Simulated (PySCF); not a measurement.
SnBr, SMILES [Br][Sn] (connectivity only; charge and spin as stated), neutral, multiplicity 2.

Coordinates come from a B3LYP-D3(BJ)/def2-TZVP optimisation. The spin state was assumed, not searched. The def2 effective core potentials stand for the cores of Sn; spin–orbit coupling is left out.

Level of theory: PySCF with C-PCM-ωB97X/def2-SVP.

The values are the electrostatic part of the solvation free energy, E(continuum) − E(gas) at the gas-phase geometry, in a cavity of scaled van der Waals radii (PySCF's table); cavitation and dispersion terms are not included. A continuum can't describe solvent molecules that bind to the metal. The dipole moment in vacuum is 2.83 D.

```csv
solvent,ε,ΔG(elec) (kcal/mol),dipole (D)
water,78.36,-4.1,4.04
2-propanol,19.26,-3.9,3.97
acetone,20.49,-3.9,3.98
```
